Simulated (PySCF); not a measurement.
# Spinor energies of Pt³⁺ (platinum, charge +3)

Start: [Xe] 4f14 5d6 6s1; 5d3/2 filled at m_j = +3/2; 5d5/2 filled at m_j = -3/2, -1/2, +1/2, +3/2, +5/2; 6s1/2 filled at m_j = +1/2. Calculated with PySCF 2.14 in x2c-TZVPall-2c: generalised Hartree-Fock with the X2C-1e Hamiltonian and a Gaussian nucleus; spin-orbit coupling (SO) screened by Boettger's factors. This is a chosen level, not necessarily the ground level.

```
spinor shell  electrons  ε, screened SO (eV)  weight of nominal j (screened SO)  rms radius, screened SO (bohr)
       1s1/2          2             -78843.1                              1.000                          0.0194
       2s1/2          2             -14030.4                              1.000                          0.0782
       2p1/2          2             -13426.0                              1.000                          0.0663
       2p3/2          4             -11691.3                              1.000                          0.0741
       3s1/2          2              -3393.0                              1.000                           0.200
       3p1/2          2              -3122.5                              1.000                           0.191
       3p3/2          4              -2735.3                              1.000                           0.207
       3d3/2          4              -2290.2                              1.000                           0.182
       3d5/2          6              -2207.1                              1.000                           0.186
       4s1/2          2              -796.33                              1.000                           0.441
       4p1/2          2              -680.47                              1.000                           0.447
       4p3/2          4              -586.93                              1.000                           0.480
       4d3/2          4              -396.93                              0.999                           0.496
       4d5/2          6              -378.66                              0.999                           0.508
       5s1/2          2              -159.42                              1.000                            1.02
       4f5/2          6              -133.36                              0.987                           0.563
       5p1/2          2              -121.15                              0.960                            1.11
       5p3/2          4              -102.19                              0.980                            1.19
       5d5/2          5              -50.768                              0.462                            1.54
       5d3/2          1              -46.558                              0.618                            1.55
       6s1/2          1              -37.330                              0.998                            2.60
```

Problem. Where does 4f7/2 lie, and what is the 4f spin-orbit splitting (screened SO)?

Solution. At -129.68 eV, 3.679 eV above 4f5/2.

| quantity | screened SO |
| --- | --- |
| E (hartree) | -18424.48418 |
| M_J | 9/2 |
| ⟨J²⟩ | 24.771 |
| ⟨L²⟩ | 6.846 |
| ⟨S²⟩ | 8.361 |

Each row is a mean over spinors that exchange with the open shell spreads, by up to 9.471 eV (5p3/2).

Rows whose weight is well below 1 are mixtures of j = l ± 1/2: exchange outweighs spin-orbit coupling there, and the label is only the starting occupation.

Breit and QED terms are absent; they matter most for the inner s and p1/2 levels.

Densities and radii are taken from the X2C orbitals without a picture-change correction, which distorts them close to the nucleus.
